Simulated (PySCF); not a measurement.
A run for PySCF: D3(BJ) and D4 dispersion corrections on BHO2 (SMILES O=BO).

```python
from pyscf import gto
from pyscf.dispersion import dftd3, dftd4

mol = gto.M(
    atom='''
    O    -0.80496343   -0.33841538    0.06148684
    B     0.46630554   -0.07413789   -0.19772892
    O     1.63228317    0.12085921   -0.46390530
    H    -1.29372528    0.29169406    0.60014738
    ''',
    basis='def2-svp',
    charge=0, spin=0, verbose=0, max_memory=1800)
d3, d4 = {}, {}
for xc in ['hf', 'pbe', 'blyp', 'revpbe', 'tpss', 'r2scan', 'b3lyp', 'pbe0', 'bhlyp', 'camb3lyp', 'b2plyp']:
    d3[xc] = float(dftd3.DFTD3Dispersion(mol, xc=xc, version='d3bj', atm=False).get_dispersion()['energy'])
    print(f'D3(BJ) {xc:10s} {d3[xc]:14.8f} Eh')
for xc in ['hf', 'pbe', 'blyp', 'revpbe', 'tpss', 'r2scan', 'b3lyp', 'pbe0', 'bhlyp', 'camb3lyp', 'b2plyp']:
    d4[xc] = float(dftd4.DFTD4Dispersion(mol, xc={'camb3lyp': 'cam-b3lyp'}.get(xc, xc), atm=True).get_dispersion()['energy'])
    print(f'D4     {xc:10s} {d4[xc]:14.8f} Eh')
```

It printed:

```
D3(BJ) hf            -0.01476036 Eh
D3(BJ) pbe           -0.00140043 Eh
D3(BJ) blyp          -0.00302819 Eh
D3(BJ) revpbe        -0.00375752 Eh
D3(BJ) tpss          -0.00173599 Eh
D3(BJ) r2scan        -0.00034939 Eh
D3(BJ) b3lyp         -0.00245832 Eh
D3(BJ) pbe0          -0.00116830 Eh
D3(BJ) bhlyp         -0.00190518 Eh
D3(BJ) camb3lyp      -0.00100910 Eh
D3(BJ) b2plyp        -0.00110533 Eh
D4     hf            -0.00584843 Eh
D4     pbe           -0.00139861 Eh
D4     blyp          -0.00325375 Eh
D4     revpbe        -0.00513966 Eh
D4     tpss          -0.00190352 Eh
D4     r2scan        -0.00031881 Eh
D4     b3lyp         -0.00226983 Eh
D4     pbe0          -0.00114577 Eh
D4     bhlyp         -0.00156274 Eh
D4     camb3lyp      -0.00113395 Eh
D4     b2plyp        -0.00096256 Eh
```

The run finished.

Cost: very roughly 0.03 core-seconds.
